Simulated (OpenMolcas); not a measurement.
How basis sets differ on C2H7BO (SMILES CBOC)

C2H7BO: 11 atoms, total charge 0, spin state singlet. SMILES: `CBOC`. The coordinates come from a PBE0-D4/def2-TZVP relaxation. This is one conformer, not always the lowest.

Quantity: the HOMO–LUMO gap, in eV. The values are calculated.

```
                   level          kind     program  value (eV)  CPU time
       HF/ANO-R0 (sfX2C)  Hartree–Fock  OpenMolcas       16.20     4.6 s
               HF/STO-3G  Hartree–Fock  OpenMolcas       18.63     5.1 s
HF/STO-3G (RICD fitting)  Hartree–Fock  OpenMolcas       18.73     1.1 s
                HF/3-21G  Hartree–Fock  OpenMolcas       16.44     6.7 s
              HF/cc-pVDZ  Hartree–Fock  OpenMolcas       16.13      11 s
```

The values span 16.13 to 18.73 eV. A Hartree–Fock LUMO above zero doesn't converge with the basis: it sinks as sets grow more diffuse. Orbital gaps aren't excitation energies. CPU times are rough (shared hosts, several kinds of processor and program).
